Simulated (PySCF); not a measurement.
## Ionising SiPb

UHF-CCSD(T); basis Si def2-SVPD, Pb def2-SVPD with ECP60; scalar-relativistic core potentials; PySCF 2.14. Neutral (UHF): triplet (π ↑↑), Re = 2.623 Å, ωe = 307 cm⁻¹, De = 2.13 eV.

SiPb⁺ (UHF): quartet (σ ↑, π ↑↑), Re = 2.657 Å, ωe = 271 cm⁻¹. The energies at the minima are -480.80395 hartree for SiPb and -480.55155 for SiPb⁺.

Question: Work out the adiabatic ionisation energy, without and with harmonic zero-point energies (1 hartree = 27.2114 eV, 1 eV = 8065.5 cm⁻¹), and the change of the bond length.

Answer: At UHF-CCSD(T): 0.25240 hartree = 6.868 eV between the minima; the zero-point term (271.0 − 307.0)/2 cm⁻¹ = -0.002 eV makes it 6.866 eV. Re changes by +3.4 pm against the neutral. The electron leaves a σ orbital, and the longer bond of the ion fits a bonding orbital, or a change in how ionic the bond is.

Correlated steps freeze 9 core orbitals. Correlated levels converge slowly with the basis: in double zeta they bind strong bonds too weakly, by up to about 1 eV, and carry superposition errors of some tenths. Spin–orbit coupling is left out, which matters for elements this heavy, above all for dissociation energies. States were picked by a PBE0 search and need not be the measured ground states.
